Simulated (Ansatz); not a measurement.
Job for Ansatz (a first-principles code): R-wB97M-V/def2-TZVPPD on H2 (SMILES [H][H]). Files ending in .json are basis or fitting sets from the Basis Set Exchange.

Ansatz 0.2 input:
```yaml
crystal:
  periodic: [false, false, false]
  atoms:
    - {symbol: H, position_ang: [-0.35292607, 0.02695530, 2.80097892]}
    - {symbol: H, position_ang: [0.36558137, -0.16997253, 2.80402480]}
basis:
  gaussian:
    orbitals: def2-TZVPPD.json
hamiltonian:
  xc: {name: wB97M-V}
scf: {lower_state_search: off}
```

It printed:

```
WARN ansatz: RAYON_NUM_THREADS=2 ignored (pool sized by the plan → 2); use --threads N
Functional definition: wB97M-V
these checks for a lower state are left out or cut short: stability, starts, cluster_reference, orbital_swaps, neighbouring_geometries, increment
integrals: 0.00 GiB planned
118 factors; their error is unknown
integrals: 0.04 GiB planned
52 factors; integrals over basis functions are off by at most 1.4e-5 eV
mean field: 0.07 GiB planned
mean field evaluation 1: about -31.5772 eV, gradient 3.7e0 eV
mean field evaluation 2: about -31.6045 eV, gradient 2.5e-1 eV
mean field evaluation 4: about -31.6051 eV, gradient 2.6e-1 eV
mean field evaluation 8: about -31.6022 eV, gradient 2.7e-4 eV
mean field -31.60220203 eV, -1.1613595037 hartree, gradient 6.5e-7 eV, S^2 0.000000; 0 other end points of the search recorded, 0 dependent functions left out
reference -31.60222550 eV, -1.1613603662 hartree; 1, 1 occupied and 33, 33 virtual orbitals, 118 factors
Total energy: -31.60222550 eV, -1.1613603662 hartree
Checks for a lower state left out: stability, starts, cluster_reference, orbital_swaps, neighbouring_geometries, increment
```

Self-consistency was reached.

Cost: around 0.18 core-seconds (rough).
